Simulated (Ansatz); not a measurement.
Method: B3LYP-D3(BJ)/def2-TZVP run with Ansatz (a quantum-chemistry and plane-wave program). No frequencies were computed at this level.

Ansatz 0.2 input:
```yaml
crystal:
  periodic: [false, false, false]
  atoms:
    - { symbol: Cl, position_ang: [1.781621, -0.385615, -0.138764] }
    - { symbol: Ge, position_ang: [-0.181215, 0.037556, 0.564408] }
    - { symbol: H, position_ang: [-1.060995, -1.030708, -0.216686] }
    - { symbol: H, position_ang: [-0.539411, 1.378768, -0.208958] }
basis:
  gaussian: { orbitals: def2-tzvp }
hamiltonian:
  xc: b3lyp
  dispersion: d3bj
relax:
  max_steps: 150
magnetization:
  spin_polarized: true
  initial_magnetization: 1
```

Output:

```
Functional definition: B3LYP
740 factors; their error is unknown
mean field evaluation 1: about -69074.3307 eV, gradient 1.5e1 eV
mean field evaluation 2: about -69074.1457 eV, gradient 1.9e1 eV
mean field evaluation 4: about -69075.0859 eV, gradient 6.2e-1 eV
mean field evaluation 8: about -69075.3339 eV, gradient 9.2e-2 eV
mean field evaluation 16: about -69075.3340 eV, gradient 4.3e-5 eV
mean field -69075.33397594 eV, -2538.4717026727 hartree, gradient 4.3e-5 eV, S^2 0.752137; 0 other end points of the search recorded, 0 dependent functions left out
reference -69075.33419204 eV, -2538.4717106145 hartree; 26, 25 occupied and 71, 72 virtual orbitals, 740 factors
relax step   1: F+E_penalty+E_count = -69075.46198690 eV  Δ(F+E_penalty+E_count) = +0.000e0 eV  max|allowed force component| = 1.209e0 eV/Å  Δτ_max = 0.0000 Å  (28 SCF iters, accepted)
these checks for a lower state are left out or cut short: starts, cluster_reference, orbital_swaps, neighbouring_geometries, increment
740 factors; their error is unknown
mean field -69075.41563512 eV, -2538.4747035924 hartree, gradient 8.4e-6 eV, S^2 0.751611; 0 other end points of the search recorded, 0 dependent functions left out
reference -69075.41585349 eV, -2538.4747116174 hartree; 26, 25 occupied and 71, 72 virtual orbitals, 740 factors
relax step   2: F+E_penalty+E_count = -69075.54045884 eV  Δ(F+E_penalty+E_count) = -7.847e-2 eV  max|allowed force component| = 5.870e-1 eV/Å  Δτ_max = 0.1759 Å  (31 SCF iters, accepted)
these checks for a lower state are left out or cut short: starts, cluster_reference, orbital_swaps, neighbouring_geometries, increment
740 factors; their error is unknown
mean field -69075.46144867 eV, -2538.4763872093 hartree, gradient 6.3e-5 eV, S^2 0.751694; 0 other end points of the search recorded, 0 dependent functions left out
reference -69075.46166636 eV, -2538.4763952090 hartree; 26, 25 occupied and 71, 72 virtual orbitals, 740 factors
relax step   3: F+E_penalty+E_count = -69075.58733342 eV  Δ(F+E_penalty+E_count) = -4.687e-2 eV  max|allowed force component| = 1.670e-1 eV/Å  Δτ_max = 0.0607 Å  (27 SCF iters, accepted)
these checks for a lower state are left out or cut short: starts, cluster_reference, orbital_swaps, neighbouring_geometries, increment
740 factors; their error is unknown
mean field evaluation 32: about -69075.4636 eV, gradient 2.4e-5 eV
mean field -69075.46360062 eV, -2538.4764662920 hartree, gradient 3.6e-5 eV, S^2 0.751672; 0 other end points of the search recorded, 0 dependent functions left out
reference -69075.46381808 eV, -2538.4764742834 hartree; 26, 25 occupied and 71, 72 virtual orbitals, 740 factors
relax step   4: F+E_penalty+E_count = -69075.58965816 eV  Δ(F+E_penalty+E_count) = -2.325e-3 eV  max|allowed force component| = 2.229e-2 eV/Å  Δτ_max = 0.0113 Å  (29 SCF iters, accepted)
these checks for a lower state are left out or cut short: starts, cluster_reference, orbital_swaps, neighbouring_geometries, increment
740 factors; their error is unknown
mean field -69075.46362908 eV, -2538.4764673378 hartree, gradient 4.4e-5 eV, S^2 0.751666; 0 other end points of the search recorded, 0 dependent functions left out
reference -69075.46384653 eV, -2538.4764753291 hartree; 26, 25 occupied and 71, 72 virtual orbitals, 740 factors
relax step   5: F+E_penalty+E_count = -69075.58969357 eV  Δ(F+E_penalty+E_count) = -3.541e-5 eV  max|allowed force component| = 1.983e-3 eV/Å  Δτ_max = 0.0016 Å  (22 SCF iters, accepted)
740 factors; their error is unknown
mean field -69075.46362908 eV, -2538.4764673378 hartree, gradient 4.4e-5 eV, S^2 0.751666; 1 other end points of the search recorded, 0 dependent functions left out
reference -69075.46384653 eV, -2538.4764753291 hartree; 26, 25 occupied and 71, 72 virtual orbitals, 740 factors
Total energy: -69075.58991102 eV, -2538.4811081135 hartree
Atom 0 at     1.844518    -0.399135    -0.118861 Å, force    -0.000313     0.000066     0.000265 eV/Å
Atom 1 at    -0.212052     0.044502     0.447687 Å, force    -0.000769     0.000174    -0.001983 eV/Å
Atom 2 at    -1.088096    -1.077848    -0.168416 Å, force     0.000472    -0.000439     0.000858 eV/Å
Atom 3 at    -0.544370     1.432482    -0.160410 Å, force     0.000610     0.000199     0.000861 eV/Å
Dipole moment:    -0.360420     0.077735     0.103481 e Å
```

Cost: very roughly 21 core-seconds.
